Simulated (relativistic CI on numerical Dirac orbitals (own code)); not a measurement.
Eu⁶²⁺: computed level list

Computed by Dirac equation for one electron, model QED (radiative potential, 1s self-energy scaled to tabulated hydrogen-like ionisation energies) (own radial code, finite nucleus).

Configurations in the expansion: 1s, 2s, 2p, 3s, 3p, 3d, 4s, 4p, 4d, 4f, 5s, 5p, 5d, 5f, 5g, 6s, 6p, 6d. Levels of other configurations are missing.

The lowest level is 1s 2S_1/2, with 100 % of that term; Hund's rules for 1s give 2S with J = 1/2, in agreement.

```
No.  Configuration  Term    J   E (Ry)    %  Landé g  Lifetime (s)
  1             1s    2S  1/2     0.00  100    1.853              
  2             2p   2P°  1/2  3132.15  100    0.628      9.88e-17
  3             2s    2S  1/2  3133.09  100    1.964              
  4             2p   2P°  3/2  3192.72  100    1.306      1.07e-16
  5             3p   2P°  1/2  3731.32  100    0.649      3.40e-16
  6             3s    2S  1/2  3731.60  100    1.986      6.63e-15
  7             3d    2D  3/2  3749.30  100    0.787      8.82e-16
  8             3p   2P°  3/2  3749.34  100    1.321      3.44e-16
  9             3d    2D  5/2  3754.69  100    1.188      9.58e-16
 10             4p   2P°  1/2  3938.47  100    0.657      8.12e-16
 11             4s    2S  1/2  3938.59  100    1.993      9.83e-15
 12             4d    2D  3/2  3946.02  100    0.792      2.02e-15
 13             4p   2P°  3/2  3946.04  100    1.327      8.01e-16
 14             4f   2F°  5/2  3948.30  100    0.850      4.41e-15
 15             4d    2D  5/2  3948.30  100    1.194      2.20e-15
 16             4f   2F°  7/2  3949.41  100    1.136      4.53e-15
 17             5p   2P°  1/2  4033.28  100    0.660      1.59e-15
 18             5s    2S  1/2  4033.34  100    1.996      1.56e-14
 19             5d    2D  3/2  4037.12  100    0.795      3.86e-15
 20             5p   2P°  3/2  4037.13  100    1.330      1.54e-15
 21             5f   2F°  5/2  4038.29  100    0.852      8.46e-15
 22             5d    2D  5/2  4038.29  100    1.196      4.22e-15
 23             5g    2G  7/2  4038.86  100    0.884      1.46e-14
 24             5f   2F°  7/2  4038.86  100    1.139      8.70e-15
 25             5g    2G  9/2  4039.20  100    1.107      1.48e-14
 26             6p   2P°  1/2  4084.34  100    0.662      2.75e-15
 27             6s    2S  1/2  4084.37  100    1.998      2.41e-14
 28             6d    2D  3/2  4086.55  100    0.796      6.58e-15
 29             6p   2P°  3/2  4086.56  100    1.331      2.65e-15
 30             6d    2D  5/2  4087.23  100    1.197      7.20e-15
```

Energies count from the lowest computed level; ° marks odd parity; lifetimes are radiative, by E1, M1, E2, M2 decay to levels of this space only; some are left blank where a channel outside the calculation adds to the decay or the decay crosses a small, uncertain gap.
